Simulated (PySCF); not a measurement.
**Solvent effects on NMR parameters**

Atoms are numbered as in `[SiH3:1][S:2][C@@H:3]1[CH2:4][CH2:5][C@H:6]2[CH2:7][C@@H:8]1[CH2:9]2`; H(Xn) means a hydrogen on atom n. Ha(C7), Ha(C9) are cis to C3 on the ring; Ha(C4), Ha(C5) are cis to S2 on the ring; Hb(C7), Hb(C9) are trans to C3 on the ring; Hb(C4), Hb(C5) are trans to S2 on the ring.

GIAO PBE0/pcSseg-1 in PySCF 2.14.0 with density-fitted response routines on one PBE0-D3(BJ)/def2-SVP conformer, non-relativistic, equivalent nuclei averaged. Solvents enter as an IEF-PCM continuum (chloroform with ε = 4.7) around the gas-phase geometry. Shifts are referred to TMS, CS2 computed in the same medium.

Gas phase, δ in ppm: Si1 -52.0, S2 -119.0, C3 50.4, C8 43.9, C7 41.3, C6 35.0, C5 31.7, C4 31.2, C9 26.4, H(Si1) 4.59, H(C3) 2.85, Hb(C7) 2.25, H(C8) 2.15, H(C6) 2.13. Dipole moment 1.88 D.

Q: How does each δ change in the continuum?

A: 
```tsv
atoms	environment	Δδ, chloroform
Si1	silicon bonded to S, 3 H	+0.1
S2	sulfur bonded to C, Si	-9.0
C3	sp3 CH bonded to S	+1.2
C8	sp3 CH in a ring	+0.8
C7	sp3 CH2 in a ring	+0.3
C6	sp3 CH in a ring	+0.6
C5	sp3 CH2 in a ring	+0.4
C4	sp3 CH2 in a ring	+0.5
C9	sp3 CH2 in a ring	+0.3
H(Si1)	hydrogen on a silicon bonded to S	0.00
H(C3)	hydrogen on an sp3 CH bonded to S	+0.14
Hb(C7)	hydrogen on an sp3 CH2 in a ring	+0.05
H(C8)	hydrogen on an sp3 CH in a ring	-0.04
H(C6)	hydrogen on an sp3 CH in a ring	+0.03
```

Changes are relative to the gas phase. The dipole moment becomes 2.36 D in chloroform.

Q: Which of the listed nuclei move most (in ppm), and what does the model miss?

A: S2 (sulfur bonded to C, Si, -9.0 ppm) in chloroform. A continuum only polarises the solute; specific hydrogen bonds, the anisotropy of aromatic solvents and changes of geometry or conformer are outside it.
